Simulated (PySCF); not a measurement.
PySCF 2.14 output of a UHF calculation on a single atom or ion in aug-cc-pVDZ-PP with ECP28MDF (5s5p4d2f, 54 functions), with scalar relativity through the core potential:

```
SCF conv_tol = 1e-09
number electrons alpha = 11  beta = 9
cycle= 1 E= -166.540586202074  delta_E= -5.66e-05  |g|= 0.00205  |ddm|= 0.0145
cycle= 2 E= -166.540592209717  delta_E= -6.01e-06  |g|= 0.000945  |ddm|= 0.0042
cycle= 3 E= -166.540593957207  delta_E= -1.75e-06  |g|= 0.000294  |ddm|= 0.00288
cycle= 4 E= -166.540594111793  delta_E= -1.55e-07  |g|= 2.62e-05  |ddm|= 0.00116
cycle= 5 E= -166.540594112304  delta_E= -5.11e-10  |g|= 9.24e-06  |ddm|= 6.99e-05
converged SCF energy = -166.540594112304  <S^2> = 2.0009545  2S+1 = 3.0006362
```

The run itself started from symmetry-adapted Hartree-Fock orbitals and held the occupation by maximum overlap, so the iterations belong to that start.

Which element, charge and spin multiplicity is this?

Cd (cadmium, neutral), multiplicity 3; the state was [Kr] 4d10 5s1 5d1, high-spin 3D determinant (an excited configuration).

Energies and moments cover only the electrons outside the core potential. The outer electron is Rydberg-like, and this basis confines it to a smaller radius and binds it less than a complete one would. At UHF the highest occupied level has a positive energy, so only the finite basis holds that electron; for this excited configuration the basis is too tight for the outer shell.
